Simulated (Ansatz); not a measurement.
Reactions of C4H2N2S (`N#Cc1cscn1`).

Program: Ansatz. Geometries: PBE0-D4/def2-TZVP. ΔE: electronic, gas phase. CCSD(T)/CBS adds triple-zeta CCSD(T) − MP2 to the extrapolated MP2 energy (def2 sets, frozen cores). This one scheme is used for every species, atoms too. DFT in def2-TZVPP. Open shells (•) are unrestricted, without spin–orbit coupling. Spin–orbit coupling would lower the free atoms: a little for C, S. For Ge outer-core shells are correlated without core-valence functions, so the limit isn't a true one: a few kJ/mol of doubt a bond, and 10 to 20 or more in all where bonds break to atoms. Scalar relativity is left out up to krypton.

```json
{"reaction": "`N#Cc1cscn1` + `[CH3][AlH][C]#N` → `[CH3][Al]([C]#N)[C]#N` + `c1cscn1`", "CCSD(T)/CBS(def2) (kcal/mol)": "-19.8"}
{"reaction": "`N#Cc1cscn1` → 4 C• + 2 H• + 2 N• + S•", "CCSD(T)/CBS(def2) (kcal/mol)": "?"}
{"reaction": "`N#Cc1cscn1` + H₂ → `c1cscn1` + `C#N`", "CCSD(T)/CBS(def2) (kcal/mol)": "-8.0"}
{"reaction": "`N#Cc1cscn1` + CH₄ → `Cc1cscn1` + `C#N`", "CCSD(T)/CBS(def2) (kcal/mol)": "3.9"}
{"reaction": "`N#Cc1cscn1` + `[F][GeH2][Cl]` → `N#[C][GeH]([F])[Cl]` + `c1cscn1`", "CCSD(T)/CBS(def2) (kcal/mol)": "-4.9"}
```

Fill in the missing values. (Estimate.)

Computed: `N#Cc1cscn1` → 4 C• + 2 H• + 2 N• + S•: +1029.6 kcal/mol.

Largest T1 diagnostic: 0.015, for `c1cscn1`.
